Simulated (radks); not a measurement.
Values are calculated unless marked as measured or tabulated.
Code: a radial shooting solver on a logarithmic mesh with Libxc functionals. Model: scalar-relativistic Kohn-Sham, PBE, spin-polarised, spherical densities, point nucleus; open shells are filled with parallel spins first. Each species is in its NIST ground configuration. Rank K2+, Mn2+, Br2+, As2+, Se2+, Ti2+, Kr2+, Cu2+, Ni2+, Zn2+, Co2+, Cr2+, V2+, Fe2+, Ga2+, Ca2+, Sc2+, Ge2+ by radius at which the density is 0.001 e/bohr^3 (bohr), largest first.

Answer. Se2+ 3.57, As2+ 3.56, Br2+ 3.52, Kr2+ 3.47, Ge2+ 3.41, Ga2+ 3.29, Ti2+ 3.14, V2+ 3.13, Sc2+ 3.10, Cr2+ 3.10, K2+ 3.09, Mn2+ 3.05, Fe2+ 3.04, Co2+ 3.01, Ca2+ 2.99, Ni2+ 2.97, Cu2+ 2.93, Zn2+ 2.89.
